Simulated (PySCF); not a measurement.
C2H6FInO, SMILES C[O][In]([CH3])[F]. Coordinates come from a PBE-D3(BJ)/def2-SVP optimisation. The structure was generated by enumeration; whether it is a known compound was not checked. The def2 effective core potentials stand for the cores of In; spin–orbit coupling is left out. One conformer was computed; it need not be the lowest.

**Question.** Give the equilibrium geometry at PBE-D3(BJ)/def2-SVP (PySCF confirms it by a frequency run) as Cartesian coordinates in Å. (An estimate is asked for; the answer gives what the named calculation found.)

**Answer.** This is not unique; one that fits is 
```xyz
11

In     0.0660     0.0570     0.2856
F     -0.2660    -1.0307     1.9084
C      1.0288     1.9868     0.3960
H      2.0572     1.8350     0.7732
H      0.4571     2.6120     1.1065
H      1.0484     2.4537    -0.6050
O     -0.7016    -0.9778    -1.2719
C     -0.5609    -0.5401    -2.6036
H      0.2260    -1.1174    -3.1471
H     -1.5178    -0.6994    -3.1537
H     -0.3041     0.5428    -2.7209
```
